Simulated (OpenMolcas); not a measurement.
**Ti3+: moving the ligands**

Ti3+ with 5 ligands (chloride) in square pyramidal coordination (C4v) at 2.37 Å, the axial distance 2.631 Å. A charge of +0.4 e stands 2.8 Å behind each ligand. Ligand basis ANO-RCC-VDZP.
```
Ti    0.0000    0.0000    0.0000
Cl    2.3700    0.0000    0.0000
Cl    0.0000    2.3700    0.0000
Cl   -2.3700    0.0000    0.0000
Cl    0.0000   -2.3700    0.0000
Cl    0.0000    0.0000    2.6307
```

| Quantity | Value |
| --- | --- |
| Program | OpenMolcas |
| Method | SS-CASPT2, IPEA 0.25 Eh, imaginary shift 0.1 Eh (closed shells correlated: 3s 3p and the ligand valence shells) |
| Basis | ANO-RCC-VDZP [5s4p2d1f] |
| Scalar Hamiltonian | DKH2, point nucleus |
| Active space | 1 electron in 5 orbitals (3d) |
| State averaging | 2S+1 = 2 even, 5 roots |
| Spin-orbit coupling | state interaction with AMFI integrals over the reference wave functions |

Runs around this geometry, states. Energies in cm-1 above the lowest state or level, χT in cm3 K/mol.

```tsv
R (Å)	Axial / equatorial distance	Ground state	First state of that spin	First gap with spin-orbit (degeneracies)	χT at 300 K
2.27	1.11	2S+1 = 2	2050	130 (2, 2)	0.423
2.37	1.11	2S+1 = 2	2160	140 (2, 2)	0.426
2.49	1.11	2S+1 = 2	2020	140 (2, 2)	0.431
2.37	1.166	2S+1 = 2	2350	140 (2, 2)	0.430
```

Over all roots computed the reference weight is 0.71 in R = 2.27 in ratio = 1.11, 0.71 in R = 2.37 in ratio = 1.11, 0.71 in R = 2.49 in ratio = 1.11, 0.71 in R = 2.37 in ratio = 1.166; a low but even weight reflects the number of correlated electrons. An orbital doublet at a regular site is open to a Jahn-Teller distortion, which this geometry leaves out. Ligand-to-metal charge-transfer states are missing. The least metal-like active orbital is 82 % on the metal (Löwdin) and no ligand orbital is active, so the numbers are rough (holds for R = 2.27, ratio = 1.11). The least metal-like active orbital is 84 % on the metal (Löwdin) and no ligand orbital is active, so the numbers are rough (holds for R = 2.37, ratio = 1.11; R = 2.37, ratio = 1.166). No measured value stands beside these numbers; the geometry is a model, was not optimised and need not be the one that this ion takes.

A state without a sure symmetry label is named by its multiplicity alone.
